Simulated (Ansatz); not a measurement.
Job for Ansatz (a program for electronic structure): R-r2SCAN/def2-TZVPPD on dimethyl telluride (SMILES C[Te]C) with ghost functions, monomers drawn apart or pushed together. Elements past Kr take the def2 small-core potentials; no spin–orbit coupling. Files ending in .json are basis or fitting sets from the Basis Set Exchange.

Ansatz 0.2 input:
```yaml
crystal:
  periodic: [false, false, false]
  atoms:
    - {symbol: C, position_ang: [0.22529050, -1.31212054, 0.07419019]}
    - {symbol: Te, position_ang: [0.16601861, 0.84194480, 0.09775563]}
    - {symbol: C, position_ang: [0.17101836, 1.03980969, -2.05468361]}
    - {symbol: H, position_ang: [1.13179005, -1.64569210, -0.42379263]}
    - {symbol: H, position_ang: [0.22860427, -1.61950785, 1.11655451]}
    - {symbol: H, position_ang: [-0.65659520, -1.69481641, -0.43258099]}
    - {symbol: H, position_ang: [1.07943997, 0.60091944, -2.45896897]}
    - {symbol: H, position_ang: [0.14297253, 2.10269378, -2.28492568]}
    - {symbol: H, position_ang: [-0.70800100, 0.55187579, -2.46765398]}
basis:
  gaussian:
    orbitals: def2-TZVPPD.json
    ghost_atoms:
      - {symbol: O, position_ang: [0.17395974, -0.14445955, 3.79194045]}
      - {symbol: H, position_ang: [-0.60766682, 0.41905780, 3.79387019]}
      - {symbol: H, position_ang: [0.92312170, 0.46146025, 3.80254421]}
hamiltonian:
  xc: {name: r2SCAN}
scf: {lower_state_search: off}
```

The log:

```
WARN ansatz: RAYON_NUM_THREADS=1 ignored (pool sized by the plan → 1); use --threads N
Functional definition: r2SCAN
these checks for a lower state are left out or cut short: stability, starts, cluster_reference, orbital_swaps, neighbouring_geometries, increment
integrals: 0.25 GiB planned
1437 factors; their error is unknown
mean field: 1.79 GiB planned
mean field evaluation 1: about -9453.7894 eV, gradient 7.6e1 eV
mean field evaluation 2: about -9429.9807 eV, gradient 1.1e2 eV
mean field evaluation 4: about -9467.4669 eV, gradient 5.8e0 eV
mean field evaluation 8: about -9467.5216 eV, gradient 1.3e-1 eV
mean field evaluation 16: about -9467.4887 eV, gradient 2.8e-4 eV
mean field -9467.48866619 eV, -347.9237911883 hartree, gradient 2.9e-6 eV, S^2 0.000000; 0 other end points of the search recorded, 0 dependent functions left out
reference -9467.48868374 eV, -347.9237918332 hartree; 21, 21 occupied and 288, 288 virtual orbitals, 1437 factors
Total energy: -9467.48868374 eV, -347.9237918332 hartree
Checks for a lower state left out: stability, starts, cluster_reference, orbital_swaps, neighbouring_geometries, increment
```

Self-consistency was reached.

Cost: very roughly 7 core-seconds.
